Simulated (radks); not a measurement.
Question: Ionisation ladder of neodymium, from Nd22+ to Nd43+. Each ion is in the ground configuration listed by NIST, and IE = E(next ion) - E(this ion). All-electron calculation, scalar-relativistic Kohn-Sham, BLYP, spin-polarised, spherical densities, finite nucleus; open shells are filled with parallel spins first (spin-orbit coupling, left out, can overturn this in heavy ions); Fermi nuclear charge, rms radius 4.9123 fm. Program: a radial shooting solver on a logarithmic mesh with Libxc functionals.

| species | configuration | IE, Delta-SCF (eV) | <r> HOMO (bohr) |
|---|---|---|---|
| Nd22+ | [Kr] 4d2 | 675.91 | 0.600 |
| Nd23+ | [Kr] 4d1 | 713.12 | 0.593 |
| Nd24+ | [Kr] | ? | 0.575 |
| Nd25+ | [Ar] 3d10 4s2 4p5 | 907.05 | 0.570 |
| Nd26+ | [Ar] 3d10 4s2 4p4 | 944.99 | 0.565 |
| Nd27+ | [Ar] 3d10 4s2 4p3 | 994.23 | 0.560 |
| Nd28+ | [Ar] 3d10 4s2 4p2 | 1033.9 | 0.556 |
| Nd29+ | [Ar] 3d10 4s2 4p1 | 1073.3 | 0.552 |
| Nd30+ | [Ar] 3d10 4s2 | 1199.5 | 0.535 |
| Nd31+ | [Ar] 3d10 4s1 | 1244.9 | 0.532 |
| Nd32+ | [Ar] 3d10 | 2142.7 | 0.234 |
| Nd33+ | [Ar] 3d9 | 2236.5 | 0.232 |
| Nd34+ | [Ar] 3d8 | ? | 0.229 |
| Nd35+ | [Ar] 3d7 | 2427.4 | 0.227 |
| Nd36+ | [Ar] 3d6 | 2524.3 | 0.225 |
| Nd37+ | [Ar] 3d5 | ? | 0.222 |
| Nd38+ | [Ar] 3d4 | 2752.4 | 0.220 |
| Nd39+ | [Ar] 3d3 | ? | 0.218 |
| Nd40+ | [Ar] 3d2 | 2959.4 | 0.216 |
| Nd41+ | [Ar] 3d1 | 3064.1 | 0.214 |
| Nd42+ | [Ar] | 3415.4 | 0.240 |
| Nd43+ | [Ne] 3s2 3p5 | 3507.7 | 0.238 |

Estimate the withheld Delta-SCF values.

Answer: Nd24+: 868.97 eV (NIST 859); Nd34+: 2331.4 eV (NIST 2321); Nd37+: 2650.5 eV (NIST 2627); Nd39+: 2855.4 eV (NIST 2861).
